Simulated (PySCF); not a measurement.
Computed Raman spectrum (relative Raman activity) of a molecule C2H8OSi2. Geometry: PBE0-D3(BJ)/def2-SVP. The values are those of a single conformer. Calculation: PBE0-D3(BJ)/def2-SVP run with PySCF. Frequencies are harmonic and unscaled.

Lines under 2 % of the strongest are left out, and lines within 2 cm⁻¹ are merged.

ν (cm⁻¹): 416 (w), 508 (vw), 611 (vw), 734 (vw), 750 (w), 888 (w), 925 (w), 934 (w), 943 (vw), 1255 (vw), 1349 (vw), 1719 (w), 2213 (m), 2219 (vs), 2232 (s), 2240 (m), 2263 (s), 3176 (m), 3196 (s), 3287 (m) (against the strongest line: vs over 80 %, s over 45 %, m over 15 %, w over 4 %, vw less)

Q: Which structure fits?
A) C=C[SiH2][SiH2]O
B) C=CO[SiH2][SiH3]
C) [SiH3][C@@H]1OC[SiH2]1
D) C[C@H]1O[SiH2][SiH2]1

A: B, C=CO[SiH2][SiH3]
